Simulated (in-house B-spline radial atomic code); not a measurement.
Successive ionisation energies of mercury; each step leads to the configuration of the next row (after the last: [Kr] 4d1). Dirac energy differences include first-order Breit, QED and recoil terms. NIST's values go from ground level to ground level; the uncertainty of those that are theory runs from under 0.1 % in few-electron ions to several per cent in heavy many-electron ones. Computed with a radial B-spline atomic code at the basis-set limit: Dirac-Hartree-Fock, average of the configuration, finite nuclei.

```tsv
ion	configuration	ionisation energy (eV)	tabulated value (eV)	tabulated kind	computed minus tabulated (eV)	highest orbital	largest mean radius (bohr)
Hg33+	[Kr] 4d10 4f1	1258.1	1280	tabulated theory	-21.9	4f7/2	0.402
Hg34+	[Kr] 4d10	?	?	tabulated theory	?	?	?
Hg35+	[Kr] 4d9	1616.6	1603	tabulated theory	13.6	4d5/2	0.39615
Hg36+	[Kr] 4d8	1674.3	1661	tabulated theory	13.3	4d5/2	0.39407
Hg37+	[Kr] 4d7	?	?	tabulated theory	?	?	?
Hg38+	[Kr] 4d6	1791.5	1780	tabulated theory	11.5	4d5/2	0.38996
Hg39+	[Kr] 4d5	1851.0	1839	tabulated theory	12.0	4d5/2	0.38794
Hg40+	[Kr] 4d4	?	?	tabulated theory	?	?	?
Hg41+	[Kr] 4d3	1972.0	1989	tabulated theory	-17.0	4d5/2	0.38393
Hg42+	[Kr] 4d2	2033.4	2052	tabulated theory	-18.6	4d5/2	0.38196
```

Fill in the row of Hg34+.

ionisation energy (eV): 1559.6; tabulated value (eV): 1549; computed minus tabulated (eV): 10.6; highest orbital: 4d5/2; largest mean radius (bohr): 0.39883.

Fill in the row of Hg37+.

ionisation energy (eV): 1732.6; tabulated value (eV): 1723; computed minus tabulated (eV): 9.6; highest orbital: 4d5/2; largest mean radius (bohr): 0.39201.

Fill in the row of Hg40+.

ionisation energy (eV): 1911.2; tabulated value (eV): 1928; computed minus tabulated (eV): -16.8; highest orbital: 4d5/2; largest mean radius (bohr): 0.38592.

Where a p, d or f electron is removed, the computed value is a mean over both j, so it misses the tabulated one by a part of the spin-orbit splitting; averaging over terms and missing correlation add to the gap, relatively most at low charge.
